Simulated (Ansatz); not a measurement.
`O[C](=S)[InH][F]`, charge 0, multiplicity 1.

(1) Give a relaxed structure at PBE0-D4/def2-TZVP (Ansatz 0.2.0). (Best estimate.)

## Answers

(1) Ansatz gave: 
Z-matrix (Å, degrees):
```
C
S 1 1.618
In 1 2.158 2 125.2
O 1 1.318 2 124.8 3 180.0
F 3 2.021 1 87.3 2 180.0
H 3 1.687 1 156.4 2 -0.0
H 4 0.988 1 108.2 2 -180.0
```
Point group Cs.
